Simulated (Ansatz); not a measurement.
One change: `[SiH3]C1(Br)O[SiH2]1` becomes `BrC1O[SiH2]1`.

Ansatz, PBE0-D4/def2-TZVP geometries, multiplicity 1. 

Scalar relativity is left out up to krypton. Spin–orbit coupling is left out; it splits and shifts lone-pair levels of the heavy atoms by tenths of an eV.

```json
{"property": "HOMO–LUMO gap (B3LYP/def2-TZVPP) / eV", "`[SiH3]C1(Br)O[SiH2]1`": "5.67"}
{"property": "HOMO–LUMO gap (PBE0/def2-TZVPP) / eV", "`[SiH3]C1(Br)O[SiH2]1`": "6.10"}
{"property": "HOMO–LUMO gap (ωB97M-V/def2-TZVPP) / eV", "`[SiH3]C1(Br)O[SiH2]1`": "10.04"}
{"property": "HOMO energy (B3LYP/def2-TZVPP) / eV", "`[SiH3]C1(Br)O[SiH2]1`": "-7.09"}
{"property": "LUMO energy (PBE/def2-TZVPP) / eV", "`[SiH3]C1(Br)O[SiH2]1`": "-2.04"}
{"property": "size of the dipole moment (B3LYP/def2-TZVPP) / D", "`[SiH3]C1(Br)O[SiH2]1`": "2.65"}
```

Question: What does the change do to each property? (Best estimate.)

Answer: Ansatz gave: 
```tsv
property	`BrC1O[SiH2]1`	shift
HOMO–LUMO gap (B3LYP/def2-TZVPP) / eV	5.81	0.14
HOMO–LUMO gap (PBE0/def2-TZVPP) / eV	6.26	0.16
HOMO–LUMO gap (ωB97M-V/def2-TZVPP) / eV	10.23	0.19
HOMO energy (B3LYP/def2-TZVPP) / eV	-7.17	-0.08
LUMO energy (PBE/def2-TZVPP) / eV	-1.97	0.07
size of the dipole moment (B3LYP/def2-TZVPP) / D	2.81	0.16
```

With PBE0 the HOMO falls by 0.09 eV and the LUMO rises by 0.07 eV, so the gap widens by about 0.16 eV. PBE moves the HOMO by -0.06 eV and ωB97M-V by -0.10 eV. The zero-point energy changes by -38.2 kJ/mol with -9 modes. Dipoles are sizes alone; their direction can turn.

Positive LUMOs are unbound, so they and the gaps depend on the basis.

B3LYP here is the variant with VWN-RPA as its local correlation; programs differ in this.
